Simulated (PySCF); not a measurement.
CCl₃NOSi (SMILES O=C=N[Si](Cl)(Cl)Cl), singlet, geometry from GFN2-xTB; CASSCF(8,9)/STO-3G (PySCF).

PySCF was given this input:
```python
from pyscf import gto, scf, mcscf
import numpy

mol = gto.M(
    atom='''
O     3.635537    0.303049    0.155745
C     2.506157    0.121648    0.045547
N     1.351153   -0.123335   -0.109279
Si   -0.361275   -0.047942   -0.028106
Cl   -0.900205   -0.207203    1.896257
Cl   -1.010008   -1.594161   -1.112963
Cl   -0.943991    1.706084   -0.804518
''',
    basis='sto-3g',
    charge=0,
    spin=0,
    verbose=4,
)

mf = scf.RHF(mol)
mf.kernel()
mc = mcscf.CASSCF(mf, 9, 8)
mc.fix_spin_(ss=0.0)
mc.kernel()
occ = numpy.linalg.eigvalsh(mc.fcisolver.make_rdm1(mc.ci, mc.ncas, mc.nelecas))[::-1]
ss = mc.fcisolver.spin_square(mc.ci, mc.ncas, mc.nelecas)[0]
print('natural occupations', occ.round(4), ' <S^2>', round(ss, 4))
```

### Question
Predict the main parts of the log of this PySCF run.

### Answer

```
PySCF version 2.14.0

[INPUT] verbose = 4
[INPUT] num. atoms = 7
[INPUT] num. electrons = 86
[INPUT] charge = 0
[INPUT] spin (= nelec alpha-beta = 2S) = 0
[INPUT] symmetry False subgroup None
[INPUT] Mole.unit = angstrom
[INPUT] Symbol           X                Y                Z      unit          X                Y                Z       unit  Magmom
[...]
nuclear repulsion = 588.448030256379
number of shells = 29
number of NR pGTOs = 153
number of NR cGTOs = 51
basis = sto-3g
ecp = {}

******** <class 'pyscf.scf.hf.RHF'> ********
method = RHF
initial guess = minao
damping factor = 0
level_shift factor = 0
DIIS = <class 'pyscf.scf.diis.CDIIS'>
diis_start_cycle = 1
diis_space = 8
diis_damp = 0
SCF conv_tol = 1e-09
SCF conv_tol_grad = None
SCF max_cycles = 50
direct_scf = True
direct_scf_tol = 1e-13
Set gradient conv threshold to 3.16228e-05
Initial guess from minao.
init E= -1815.14068624185
[...]
cycle= 1 E= -1814.30736594256  delta_E= 0.833  |g|= 0.702  |ddm|= 4.04
[...]
cycle= 2 E= -1814.4427936041  delta_E= -0.135  |g|= 0.37  |ddm|= 1.42
[...]
cycle= 3 E= -1814.47680876231  delta_E= -0.034  |g|= 0.0949  |ddm|= 0.492
[...]
cycle= 4 E= -1814.47933877508  delta_E= -0.00253  |g|= 0.0206  |ddm|= 0.129
[...]
cycle= 5 E= -1814.47950726353  delta_E= -0.000168  |g|= 0.00522  |ddm|= 0.0402
[...]
cycle= 6 E= -1814.47951918676  delta_E= -1.19e-05  |g|= 0.000771  |ddm|= 0.0118
[...]
cycle= 7 E= -1814.47951966801  delta_E= -4.81e-07  |g|= 0.000197  |ddm|= 0.00279
[...]
cycle= 8 E= -1814.47951971173  delta_E= -4.37e-08  |g|= 8.48e-05  |ddm|= 0.000668
[...]
cycle= 9 E= -1814.47951972553  delta_E= -1.38e-08  |g|= 2.64e-05  |ddm|= 0.000467
[...]
cycle= 10 E= -1814.47951972686  delta_E= -1.32e-09  |g|= 5.84e-06  |ddm|= 0.000167
[...]
cycle= 11 E= -1814.47951972691  delta_E= -4.91e-11  |g|= 1.45e-06  |ddm|= 2.97e-05
[...]
Extra cycle  E= -1814.47951972691  delta_E= -2.27e-12  |g|= 7.78e-07  |ddm|= 3.59e-06
converged SCF energy = -1814.47951972691

******** <class 'pyscf.mcscf.mc1step.CASSCF'> ********
CAS (4e+4e, 9o), ncore = 39, nvir = 3
max_cycle_macro = 50
max_cycle_micro = 4
conv_tol = 1e-07
conv_tol_grad = None
orbital rotation max_stepsize = 0.02
orbital rotation threshold for CI restart = 0.01
augmented hessian ah_max_cycle = 30
augmented hessian ah_conv_tol = 1e-12
augmented hessian ah_linear dependence = 1e-14
augmented hessian ah_level shift = 1e-08
augmented hessian ah_start_tol = 2.5
augmented hessian ah_start_cycle = 3
augmented hessian ah_grad_trust_region = 3
kf_trust_region = 3
kf_interval = 4
ci_response_space = 4
ci_grad_trust_region = 3
with_dep4 0
natorb = False
canonicalization = True
sorting_mo_energy = False
ao2mo_level = 2
internal_rotation = False
******** <class 'pyscf.fci.addons.SpinPenaltyFCISolver'> ********
max. cycles = 50
conv_tol = 1e-08
davidson only = True
linear dependence = 1e-12
level shift = 0.001
max iter space = 12
nroots = 1
pspace_size = 400
spin = None
CASCI E = -1814.52136836926  S^2 = 0.0000000
Set conv_tol_grad to 0.000316228
macro iter   1 ( 21 JK    4 micro), CASSCF E = -1814.54278045688  dE = -2.14120876e-02  S^2 = 0.0000000
               |grad[o]|=0.0607  |grad[c]|=0.0208  |ddm|=0.0539  |maxRot[o]|=0.302
macro iter   2 ( 21 JK    4 micro), CASSCF E = -1814.54879155170  dE = -6.01109482e-03  S^2 = 0.0000000
               |grad[o]|=0.0314  |grad[c]|=0.0256  |ddm|=0.0432  |maxRot[o]|= 0.29
macro iter   3 ( 21 JK    4 micro), CASSCF E = -1814.55318891523  dE = -4.39736353e-03  S^2 = 0.0000000
               |grad[o]|=0.0177  |grad[c]|=0.0363  |ddm|=0.0139  |maxRot[o]|=0.242
macro iter   4 ( 21 JK    4 micro), CASSCF E = -1814.55500254522  dE = -1.81362999e-03  S^2 = 0.0000000
               |grad[o]|=0.0127  |grad[c]|=0.00665  |ddm|=0.00638  |maxRot[o]|=0.0729
macro iter   5 ( 21 JK    4 micro), CASSCF E = -1814.55602670078  dE = -1.02415555e-03  S^2 = 0.0000000
               |grad[o]|=0.00856  |grad[c]|=0.00598  |ddm|=0.00447  |maxRot[o]|=0.0514
macro iter   6 ( 21 JK    4 micro), CASSCF E = -1814.55673738016  dE = -7.10679386e-04  S^2 = 0.0000000
               |grad[o]|=0.00634  |grad[c]|=0.00606  |ddm|=0.00382  |maxRot[o]|=0.0483
macro iter   7 ( 21 JK    4 micro), CASSCF E = -1814.55734746808  dE = -6.10087918e-04  S^2 = 0.0000000
               |grad[o]|=0.0053  |grad[c]|=0.00702  |ddm|=0.00368  |maxRot[o]|=0.0794
macro iter   8 ( 21 JK    4 micro), CASSCF E = -1814.55826516568  dE = -9.17697598e-04  S^2 = 0.0000000
               |grad[o]|=0.00492  |grad[c]|=0.00954  |ddm|=0.00408  |maxRot[o]|=0.219
macro iter   9 ( 21 JK    4 micro), CASSCF E = -1814.56023484457  dE = -1.96967889e-03  S^2 = 0.0000000
               |grad[o]|=0.005  |grad[c]|=0.013  |ddm|=0.0105  |maxRot[o]|=0.314
macro iter  10 ( 21 JK    4 micro), CASSCF E = -1814.56199660506  dE = -1.76176050e-03  S^2 = 0.0000000
               |grad[o]|=0.0067  |grad[c]|=0.0192  |ddm|=0.0154  |maxRot[o]|=0.159
macro iter  11 ( 21 JK    4 micro), CASSCF E = -1814.56429086318  dE = -2.29425811e-03  S^2 = 0.0000000
               |grad[o]|=0.00777  |grad[c]|=0.0142  |ddm|=0.00465  |maxRot[o]|=0.159
macro iter  12 ( 21 JK    4 micro), CASSCF E = -1814.56665581107  dE = -2.36494789e-03  S^2 = 0.0000000
               |grad[o]|=0.00843  |grad[c]|=0.0119  |ddm|=0.00539  |maxRot[o]|=0.142
macro iter  13 ( 21 JK    4 micro), CASSCF E = -1814.56875501646  dE = -2.09920539e-03  S^2 = 0.0000000
               |grad[o]|=0.00782  |grad[c]|=0.0049  |ddm|=0.00552  |maxRot[o]|=0.266
macro iter  14 ( 21 JK    4 micro), CASSCF E = -1814.56940468586  dE = -6.49669400e-04  S^2 = 0.0000000
               |grad[o]|=0.00617  |grad[c]|=0.0065  |ddm|=0.00421  |maxRot[o]|=0.217
macro iter  15 ( 20 JK    4 micro), CASSCF E = -1814.56987882594  dE = -4.74140077e-04  S^2 = 0.0000000
               |grad[o]|=0.00526  |grad[c]|=0.0115  |ddm|=0.00304  |maxRot[o]|=0.0675
macro iter  16 ( 20 JK    4 micro), CASSCF E = -1814.56995654769  dE = -7.77217472e-05  S^2 = 0.0000000
[...]
macro iter  22 ( 21 JK    4 micro), CASSCF E = -1814.58650396295  dE = -2.39193597e-03  S^2 = 0.0000000
               |grad[o]|=0.0098  |grad[c]|=0.00604  |ddm|=0.00547  |maxRot[o]|=0.266
macro iter  23 ( 21 JK    4 micro), CASSCF E = -1814.58783659665  dE = -1.33263371e-03  S^2 = 0.0000000
               |grad[o]|=0.00681  |grad[c]|=0.00583  |ddm|=0.00536  |maxRot[o]|=0.311
macro iter  24 ( 20 JK    4 micro), CASSCF E = -1814.58834464435  dE = -5.08047699e-04  S^2 = 0.0000000
               |grad[o]|=0.0037  |grad[c]|=0.00684  |ddm|=0.00324  |maxRot[o]|=0.223
macro iter  25 ( 20 JK    4 micro), CASSCF E = -1814.58960407611  dE = -1.25943176e-03  S^2 = 0.0000000
               |grad[o]|=0.00179  |grad[c]|=0.0183  |ddm|=0.00826  |maxRot[o]|=0.292
macro iter  26 ( 21 JK    4 micro), CASSCF E = -1814.59257725783  dE = -2.97318172e-03  S^2 = 0.0000000
               |grad[o]|=0.00499  |grad[c]|=0.0369  |ddm|=0.0112  |maxRot[o]|=0.279
macro iter  27 ( 21 JK    4 micro), CASSCF E = -1814.59557017859  dE = -2.99292076e-03  S^2 = 0.0000000
               |grad[o]|=0.00765  |grad[c]|=0.0409  |ddm|=0.0244  |maxRot[o]|=0.275
macro iter  28 ( 21 JK    4 micro), CASSCF E = -1814.59452746756  dE =  1.04271103e-03  S^2 = 0.0000000
               |grad[o]|=0.0122  |grad[c]|=0.0475  |ddm|=0.0156  |maxRot[o]|=0.268
macro iter  29 ( 21 JK    4 micro), CASSCF E = -1814.59694550553  dE = -2.41803797e-03  S^2 = 0.0000000
               |grad[o]|=0.0147  |grad[c]|=0.00792  |ddm|=0.00333  |maxRot[o]|=0.0958
macro iter  30 ( 21 JK    4 micro), CASSCF E = -1814.59926577871  dE = -2.32027318e-03  S^2 = 0.0000000
               |grad[o]|=0.0106  |grad[c]|=0.0222  |ddm|=0.00666  |maxRot[o]|=0.174
macro iter  31 ( 19 JK    4 micro), CASSCF E = -1814.59922707552  dE =  3.87031894e-05  S^2 = 0.0000000
               |grad[o]|=0.00608  |grad[c]|=0.0262  |ddm|=0.0144  |maxRot[o]|=0.153
macro iter  32 ( 21 JK    4 micro), CASSCF E = -1814.59968132394  dE = -4.54248422e-04  S^2 = 0.0000000
               |grad[o]|=0.00604  |grad[c]|=0.00352  |ddm|=0.00376  |maxRot[o]|=0.071
macro iter  33 ( 16 JK    4 micro), CASSCF E = -1814.59968292600  dE = -1.60205695e-06  S^2 = 0.0000000
               |grad[o]|=0.0025  |grad[c]|=0.00353  |ddm|=0.00312  |maxRot[o]|=0.042
macro iter  34 ( 16 JK    4 micro), CASSCF E = -1814.59981146298  dE = -1.28536984e-04  S^2 = 0.0000000
               |grad[o]|=0.00273  |grad[c]|=0.00543  |ddm|=0.00572  |maxRot[o]|=0.0735
macro iter  35 ( 12 JK    4 micro), CASSCF E = -1814.59984618869  dE = -3.47257110e-05  S^2 = 0.0000000
               |grad[o]|=0.00234  |grad[c]|=0.0032  |ddm|=0.00467  |maxRot[o]|=0.0295
macro iter  36 ( 12 JK    4 micro), CASSCF E = -1814.59986120069  dE = -1.50119959e-05  S^2 = 0.0000000
               |grad[o]|=0.00122  |grad[c]|=0.000696  |ddm|=0.00146  |maxRot[o]|=0.0162
macro iter  37 ( 16 JK    4 micro), CASSCF E = -1814.59987571640  dE = -1.45157071e-05  S^2 = 0.0000000
               |grad[o]|=0.000705  |grad[c]|=0.000979  |ddm|=0.00114  |maxRot[o]|=0.0157
macro iter  38 ( 19 JK    4 micro), CASSCF E = -1814.59989096775  dE = -1.52513574e-05  S^2 = 0.0000000
               |grad[o]|=0.000225  |grad[c]|=0.00197  |ddm|=0.00117  |maxRot[o]|=0.0614
macro iter  39 ( 15 JK    4 micro), CASSCF E = -1814.59992917945  dE = -3.82116991e-05  S^2 = 0.0000000
               |grad[o]|=0.00039  |grad[c]|=0.00299  |ddm|=0.00186  |maxRot[o]|=0.0443
macro iter  40 ( 15 JK    4 micro), CASSCF E = -1814.59999699822  dE = -6.78187657e-05  S^2 = 0.0000000
               |grad[o]|=0.000673  |grad[c]|=0.00374  |ddm|=0.00268  |maxRot[o]|=0.0572
macro iter  41 ( 13 JK    4 micro), CASSCF E = -1814.60007907803  dE = -8.20798134e-05  S^2 = 0.0000000
               |grad[o]|=0.00101  |grad[c]|=0.00328  |ddm|=0.00285  |maxRot[o]|=0.0561
macro iter  42 ( 13 JK    4 micro), CASSCF E = -1814.60015693804  dE = -7.78600086e-05  S^2 = 0.0000000
               |grad[o]|=0.00107  |grad[c]|=0.00297  |ddm|=0.00272  |maxRot[o]|=0.0521
macro iter  43 ( 15 JK    4 micro), CASSCF E = -1814.60021957528  dE = -6.26372350e-05  S^2 = 0.0000000
               |grad[o]|=0.00101  |grad[c]|=0.00265  |ddm|=0.00252  |maxRot[o]|=0.0406
macro iter  44 ( 18 JK    4 micro), CASSCF E = -1814.60026637584  dE = -4.68005680e-05  S^2 = 0.0000000
               |grad[o]|=0.000866  |grad[c]|=0.00235  |ddm|=0.00238  |maxRot[o]|=0.0381
macro iter  45 ( 17 JK    4 micro), CASSCF E = -1814.60030169707  dE = -3.53212242e-05  S^2 = 0.0000000
               |grad[o]|=0.000674  |grad[c]|=0.00228  |ddm|=0.00239  |maxRot[o]|=0.0331
macro iter  46 ( 16 JK    4 micro), CASSCF E = -1814.60033027416  dE = -2.85770914e-05  S^2 = 0.0000000
               |grad[o]|=0.000599  |grad[c]|=0.00195  |ddm|=0.00232  |maxRot[o]|=0.0316
macro iter  47 ( 13 JK    4 micro), CASSCF E = -1814.60035583822  dE = -2.55640566e-05  S^2 = 0.0000000
               |grad[o]|=0.000532  |grad[c]|=0.0019  |ddm|=0.00235  |maxRot[o]|=0.0311
macro iter  48 ( 11 JK    4 micro), CASSCF E = -1814.60037927011  dE = -2.34318957e-05  S^2 = 0.0000000
               |grad[o]|=0.000506  |grad[c]|=0.00174  |ddm|=0.00228  |maxRot[o]|=0.0296
macro iter  49 ( 14 JK    4 micro), CASSCF E = -1814.60040160854  dE = -2.23384307e-05  S^2 = 0.0000000
               |grad[o]|=0.000471  |grad[c]|=0.0017  |ddm|=0.00222  |maxRot[o]|=0.0273
macro iter  50 ( 18 JK    4 micro), CASSCF E = -1814.60042301528  dE = -2.14067395e-05  S^2 = 0.0000000
               |grad[o]|=0.000485  |grad[c]|=0.00168  |ddm|=0.00221  |maxRot[o]|=0.0307
1-step CASSCF not converged,  50 macro (932 JK 200 micro) steps
CASSCF canonicalization
Density matrix diagonal elements [1.9793086  1.98042321 1.94254834 1.94595923 0.01230022 0.05270647
 0.03832163 0.02101563 0.02741668]
CASSCF energy = -1814.60042301528
CASCI E = -1814.60042301528  E(CI) = -18.2694514969962  S^2 = 0.0000000
natural occupations [1.9812e+00 1.9794e+00 1.9460e+00 1.9431e+00 6.7700e-02 5.6700e-02
 2.1200e-02 3.9000e-03 8.0000e-04]  <S^2> 0.0
```

The run did not converge; its last values are not results.
